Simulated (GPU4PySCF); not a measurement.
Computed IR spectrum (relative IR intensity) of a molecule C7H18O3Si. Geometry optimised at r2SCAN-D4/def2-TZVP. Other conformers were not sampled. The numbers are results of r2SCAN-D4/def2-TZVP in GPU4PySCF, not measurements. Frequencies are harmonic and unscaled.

ν (cm⁻¹): 329 (vw), 397 (vw), 445 (vw), 795 (m), 830 (w), 846 (w), 964 (w), 980 (m), 989 (m), 1099 (s), 1102 (vs), 1115 (w), 1120 (w), 1131 (m), 1176 (vw), 1278 (w), 1408 (vw), 1411 (w), 1478 (vw), 2976 (w), 2982 (w), 2988 (w), 3010 (w), 3031 (w), 3034 (w), 3112 (w), 3114 (vw), 3116 (m) (against the strongest line: vs over 80 %, s over 45 %, m over 15 %, w over 4 %, vw less)

Question: Which molecule gave these data?
(A) CCCC[Si](OC)(OC)OC
(B) CCO[Si](CC)(OC)OCC
(C) CO[SiH](OC(C)C)OC(C)C
(D) CCO[Si](C)(OCC)OCC

Answer: D, CCO[Si](C)(OCC)OCC
